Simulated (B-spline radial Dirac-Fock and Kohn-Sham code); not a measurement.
**Isotope-shift constants of the inner levels of Ir**

System: the free iridium atom, [Xe] 4f14 5d7 6s2.

The run's input, task.json:

```json
{"items": [{
  "Z": 77,
  "q": 0,
  "cfg": [[1, 0, 2], [2, 0, 2], [2, 1, 6], [3, 0, 2], [3, 1, 6], [3, 2, 10], [4, 0, 2], [4, 1, 6], [4, 2, 10], [4, 3, 14], [5, 0, 2], [5, 1, 6], [5, 2, 7], [6, 0, 2]],
  "A": 193,
  "rrms": 5.4032,
  "do": "isoshift",
  "isotopes": [[182, 181.958076296, 5.3705], [183, 182.956841231, 5.378], [184, 183.957476, 5.3805], [185, 184.956698, 5.3854], [186, 185.957946754, 5.39], [187, 186.957542, 5.3812], [188, 187.958834999, 5.3838], [189, 188.958722602, 5.3898], [191, 190.960591455, 5.3968], [193, 192.962923753, 5.4032]]
}]}
```

Command: `python xray2_run.py task.json out`

The computed values come from an atomic code on a B-spline grid: first-order field-shift and mass-shift constants from Dirac-Fock ground and hole states with a Fermi nucleus; the mass shift has no relativistic recoil terms. A binding energy shifts by δE = F·δ⟨r²⟩ + (K_N + K_S)·δ(1/M); F is taken for a change of radius at fixed skin thickness and so holds the higher radial moments.

| level | F (meV/fm²) |
| --- | --- |
| K (1s) | -1078 |
| L1 (2s) | -157.1 |
| L2 (2p1/2) | -3.000 |
| L3 (2p3/2) | 6.350 |
| M1 (3s) | -35.61 |
| M2 (3p1/2) | -0.6565 |
| M3 (3p3/2) | 1.799 |
| M4 (3d3/2) | 1.677 |
| M5 (3d5/2) | 1.592 |

The mass shift is not given and not included below: at this Z its relativistic corrections are large. It matters little for K lines but can be comparable with the field shift of L lines.

Field shifts alone in meV from A = 193 (mass 192.9629 u, rms radius 5.4032 fm); radii from Angeli and Marinova (2013).

```tsv
A	mass (u)	radius (fm)	Kα1	Kα2	Kβ1	Lα1
182	181.9581	5.3705	+381.9	+378.6	+380.3	-1.7
183	182.9568	5.378	+294.5	+292.0	+293.3	-1.3
184	183.9575	5.3805	+265.4	+263.1	+264.2	-1.2
185	184.9567	5.3854	+208.2	+206.4	+207.3	-0.9
186	185.9579	5.39	+154.4	+153.1	+153.8	-0.7
187	186.9575	5.3812	+257.2	+255.0	+256.1	-1.1
188	187.9588	5.3838	+226.9	+224.9	+225.9	-1.0
189	188.9587	5.3898	?	?	?	?
191	190.9606	5.3968	+74.9	+74.3	+74.6	-0.3
```

Problem. What are the shifts for A = 189?

Solution. Kα1 +156.8 meV; Kα2 +155.4 meV; Kβ1 +156.1 meV; Lα1 -0.7 meV.
